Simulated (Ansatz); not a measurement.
CH3Li (SMILES [Li][CH3]) at its CCSD(T)/cc-pVTZ minimum, average atomic masses, point group C3v.
(charge 0, multiplicity 1):
```csv
atom,x (Å),y (Å),z (Å)
Li,1.4157,-0.0203,0.0241
C,-0.5671,0.0081,-0.0097
H,-0.9921,-0.6203,-0.8054
H,-0.9795,1.0143,-0.1721
H,-1.0177,-0.3511,0.9266
```

Frozen-core correlation.

The values were computed with Ansatz (Gaussian basis) for Hartree–Fock, density functionals and correlated methods. Each number belongs to the level named beside it.

Harmonic frequencies (cm⁻¹): 429 429 631 1103 1453 1453 2962 3028 3028.

Question: Work out the rotational constants, the zero-point energy, and the ideal-gas entropy and heat capacity at 298.15 K and 1 bar (rigid rotor, harmonic oscillator).

Answer: 
Principal moments 3.098, 22.333, 22.333 u Å² give 16.8576/I = 5.442, 0.7548, 0.7548 cm⁻¹. Zero point: Σω/2 = 7257 cm⁻¹ = 20.75 kcal/mol. Translation R(1.5 ln M + 2.5 ln T − 1.1517) with M = 21.975 u: 147.39 J/(mol K). Rotation with σ = 3: q = 1000.9, S = R(ln q + 3/2) = 69.91. Vibration, summed over R(u/(eᵘ − 1) − ln(1 − e⁻ᵘ)) with u = 1.43878ω/T: 9.27, of which the lowest mode gives 3.61. S° = 226.6 J/(mol K); C_p = 4R + 17.73 = 50.98 J/(mol K).

Ansatz is a first-principles code.
